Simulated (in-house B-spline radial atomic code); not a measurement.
Cr⁺ is squeezed into an impenetrable sphere of radius R (the orbitals vanish at R). No spin polarisation. Computed with a radial B-spline atomic code at the basis-set limit: scalar-relativistic (X2C) PBE, spherical fractional occupations, Fermi nucleus of rms radius 3.6452 fm.

Energies in eV above the free ion in [Ar] 3d5:

```tsv
R (bohr)	highest level (eV)	[Ar] 3d5	[Ne] 3s2 3p5 3d6
9.76	-9.87	0.0005287	42.75
6.27	-9.65	0.08928	42.83
4.63	-8.48	0.9186	43.62
4.17	-7.58	1.786	44.5
3.47	-4.96	5.129	48.04
3.29	-3.86	6.837	49.88
2.48	6.54	29.92	74.76
2.1	19	70.65	117.6
1.71	46.6	197.7	248
1.35	106	587.9	639.3
```

Problem. Does [Ne] 3s2 3p5 3d6 fall below [Ar] 3d5 under compression?

Solution. No, it stays above over the whole range.

The highest level is first positive in the row R = 2.48 bohr, pushed up by confinement above the zero of the free ion's potential. Each configuration is held fixed and needn't be the lowest in the sphere.
